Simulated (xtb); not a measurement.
trimethyl amine (C₃H₉N), singlet, from a rough starting geometry; xtb 6.7.1 with GFN2-xTB.

Here is a job for xtb.
```
$ xtb mol.xyz --gfn 2 --opt vtight --json

# file mol.xyz
13

N     -0.02274273     0.00640617     0.45587639
C     -0.03651328     1.39102820     0.04303970
C      1.19795826    -0.66219250     0.02482180
C     -1.24172204    -0.70521575     0.03880615
H      0.01593300     1.48138264    -1.03977021
H      0.84353838     1.93437876     0.45854367
H     -0.89877213     1.94478054     0.34856479
H      1.27517217    -0.69761643    -1.03725266
H      1.16944762    -1.72106609     0.44811048
H      2.11025650    -0.19550923     0.41378534
H     -1.28098607    -0.71369930    -1.06284169
H     -2.04354398    -0.15764590     0.42635218
H     -1.19715315    -1.73256616     0.39830780
```

Task: What does xtb print? Leave out banner, timings and long lists.

Result: 
```
   ID    Z sym.   atoms
    1    7 N      1
    2    6 C      2-4
    3    1 H      5-13

           -------------------------------------------------
          |                Calculation Setup                |
           -------------------------------------------------

           -------------------------------------------------
          |                 G F N 2 - x T B                 |
           -------------------------------------------------

          ...................................................
          :                      SETUP                      :
          :.................................................:
          :  # basis functions                  25          :
          :  # atomic orbitals                  25          :
          :  # shells                           17          :
          :  # electrons                        26          :
          :  max. iterations                   250          :
          :  Hamiltonian                  GFN2-xTB          :
          :  restarted?                      false          :
          :  GBSA solvation                  false          :
          :  PC potential                    false          :
          :  electronic temp.          300.0000000     K    :
          :  accuracy                    1.0000000          :
          :  -> integral cutoff          0.2500000E+02      :
          :  -> integral neglect         0.1000000E-07      :
          :  -> SCF convergence          0.1000000E-05 Eh   :
          :  -> wf. convergence          0.1000000E-03 e    :
          :  Broyden damping             0.4000000          :
          :  net charge                          0          :
          :  unpaired electrons                  0          :
          ...................................................

 iter      E             dE          RMSdq      gap      omega  full diag
   1    -14.0788642 -0.140789E+02  0.278E+00   10.16       0.0  T
   2    -14.1040829 -0.252187E-01  0.160E+00   10.09       1.0  T
   3    -14.1046622 -0.579338E-03  0.754E-01   10.06       1.0  T
   4    -14.1047427 -0.805051E-04  0.796E-02    9.99       1.0  T
   5    -14.1047450 -0.227527E-05  0.417E-02   10.00       1.0  T
   6    -14.1047451 -0.109005E-06  0.205E-03    9.99      13.5  T
   7    -14.1047451 -0.147340E-07  0.756E-04    9.99      36.7  T
   8    -14.1047451 -0.496033E-09  0.114E-04    9.99     242.4  T

   *** convergence criteria satisfied after 8 iterations ***

[...]
         :: total energy             -13.917418183005 Eh    ::
 * total energy  :   -13.9174182 Eh     change       -0.4482104E-10 Eh
 * total energy  :   -13.9239103 Eh     change       -0.6492160E-02 Eh
 * total energy  :   -13.9246468 Eh     change       -0.7364107E-03 Eh
 * total energy  :   -13.9246829 Eh     change       -0.3615643E-04 Eh
 * total energy  :   -13.9246914 Eh     change       -0.8501862E-05 Eh
 * total energy  :   -13.9246937 Eh     change       -0.2306287E-05 Eh
 * total energy  :   -13.9246947 Eh     change       -0.9699427E-06 Eh
 * total energy  :   -13.9246951 Eh     change       -0.3701007E-06 Eh
 * total energy  :   -13.9246952 Eh     change       -0.1458096E-06 Eh
 * total energy  :   -13.9246953 Eh     change       -0.5786085E-07 Eh
   *** GEOMETRY OPTIMIZATION CONVERGED AFTER 10 ITERATIONS ***
         :: total energy             -13.924695262218 Eh    ::
[...]
    11   1 H        0.923     0.011     2.870     2.649
    12   1 H        0.925     0.038     2.477     2.461
    13   1 H        0.925     0.038     2.477     2.461

 Mol. C6AA /au·bohr⁶  :       1106.598621
 Mol. C8AA /au·bohr⁸  :      21895.187529
 Mol. α(0) /au        :         49.842748

Wiberg/Mayer (AO) data.
largest (>0.10) Wiberg bond orders for each atom

 ---------------------------------------------------------------------------
     #   Z sym  total        # sym  WBO       # sym  WBO       # sym  WBO
 ---------------------------------------------------------------------------
     1   7 N    3.122 --     2 C    1.018     3 C    1.018     4 C    1.018
     2   6 C    3.988 --     1 N    1.018     7 H    0.983     6 H    0.983
                             5 H    0.973
     3   6 C    3.988 --     1 N    1.018    10 H    0.983     9 H    0.983
                             8 H    0.973
     4   6 C    3.988 --     1 N    1.018    13 H    0.983    12 H    0.983
                            11 H    0.973
     5   1 H    1.000 --     2 C    0.973
     6   1 H    0.999 --     2 C    0.983
     7   1 H    0.999 --     2 C    0.983
     8   1 H    1.000 --     3 C    0.973
     9   1 H    0.999 --     3 C    0.983
    10   1 H    0.999 --     3 C    0.983
    11   1 H    1.000 --     4 C    0.973
    12   1 H    0.999 --     4 C    0.983
    13   1 H    0.999 --     4 C    0.983
 ---------------------------------------------------------------------------

Topologies differ in total number of bonds
Writing topology from bond orders to xtbtopo.mol

molecular dipole:
                 x           y           z       tot (Debye)
 q only:        0.000      -0.000      -0.041
   full:        0.002      -0.000      -0.367       0.933
molecular quadrupole (traceless):
                xx          xy          yy          xz          yz          zz
 q only:        0.711      -0.000       0.711       0.016      -0.002      -1.422
  q+dip:        0.636      -0.000       0.637       0.022      -0.015      -1.273
   full:        0.957      -0.000       0.957       0.029      -0.015      -1.914

optimized geometry written to: xtbopt.xyz

           -------------------------------------------------
          | TOTAL ENERGY              -13.924695262218 Eh   |
          | GRADIENT NORM               0.000032132175 Eh/α |
          | HOMO-LUMO GAP              10.895643840050 eV   |
           -------------------------------------------------
```
